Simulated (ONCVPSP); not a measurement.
## C (Z = 6), ONCV: configuration errors across variants

C, optimised norm-conserving Vanderbilt (ONCV), made with ONCVPSP 4.0.1 (PBE, fully relativistic). Core [He], reference 2s2 2p2. Waves: 2s: rc 0.85 bohr, ncon 4, nbas 8, qcut 7.1 1/bohr, 3 projectors, debl 0.5 Ha; 2p: rc 3.15 bohr, ncon 4, nbas 7, qcut 3.8 1/bohr, 2 projectors, debl 3.1 Ha. Local part: polynomial inside 0.70 bohr (lpopt 5, dvloc0 1 Ha). Core correction: Teter function, fcfact 5, rcfact 1.45.

Open shells are filled in proportion to 2j + 1.

In the s channel the program set the typed energies aside and used -0.505, 0.250, 0.750 Ha.

All-electron excitation energies from the reference (eV): (1) 2s2 2p1 10.861; (2) 2s2 2p0 35.017; (3) 2s1 2p0 83.211; (4) 2s2 2p1.5 3.963.

A true bound ghost makes a file unfit for plane-wave use even where its test errors are small: the radial tests pick states by their node count and pass the ghost by.

Errors AE − PS in meV (a dash: test not solved or not reliable):

```
      change   (1)    (2)    (3)  (4)   bound ghosts  GHOST(+) flags above zero
        base  +239  +1834  +3456  +37  s, p3/2, p1/2                          s
 s: qcut 4.2  +239  +1834  +3456  +37  s, p3/2, p1/2                          s
 s: qcut 5.1  +239  +1834  +3456  +37  s, p3/2, p1/2                          s
 s: qcut 5.6  +239  +1834  +3456  +37  s, p3/2, p1/2                          s
 s: qcut 6.5  +239  +1834  +3456  +37  s, p3/2, p1/2                          s
 s: qcut 7.2  +239  +1834  +3456  +37  s, p3/2, p1/2                          s
 s: qcut 8.4  +239  +1834  +3456  +37  s, p3/2, p1/2                          s
 s: qcut 9.1  +239  +1834  +3456  +37  s, p3/2, p1/2                          s
 s: qcut 9.7  +239  +1834  +3456  +37  s, p3/2, p1/2                       none
s: qcut 10.7  +239  +1834  +3456  +37  s, p3/2, p1/2                       none
```

**Question.** Give the same row for: s: qcut 7.6.

**Answer.** +239, +1834, +3456, +37; bound ghosts: s, p3/2, p1/2; GHOST(+) flags above zero: s.
